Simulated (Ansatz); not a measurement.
Reaction (redistribution): `O[SiH2][SiH2]F` + `O[SiH2][SiH](O)Cl` → `O[SiH2][SiH3]` + `O[Si@H](Cl)[Si@@H](O)F`

Calculated with Ansatz (gas phase, PBE0-D4/def2-TZVP geometries, no zero-point term in ΔE). CCSD(T)/CBS adds triple-zeta CCSD(T) − MP2 to the extrapolated MP2 energy (def2 sets, frozen cores). This one scheme is used for every species. One conformer a species, not always the lowest.

```csv
species,SCS-MP2/def2-QZVPP energy (Eh)
`O[SiH2][SiH2]F`,-756.12001
`O[SiH2][SiH](O)Cl`,-1191.28896
`O[SiH2][SiH3]`,-656.89072
`O[Si@H](Cl)[Si@@H](O)F`,-1290.52927
```

**Question.** Work out ΔE.

**Answer.** ΔE = (-656.89072) + (-1290.52927) − (-756.12001) − (-1191.28896) = -0.01102 Eh = -28.9 kJ/mol. CCSD(T)/CBS gives -32.1 kJ/mol.

Largest T1 diagnostic among the species: 0.012.

In def2-TZVPP, CCSD(T) changes the Hartree–Fock value by −9.0 kJ/mol (the triples alone add −1.9 kJ/mol) and MP2 by −7.9 kJ/mol.
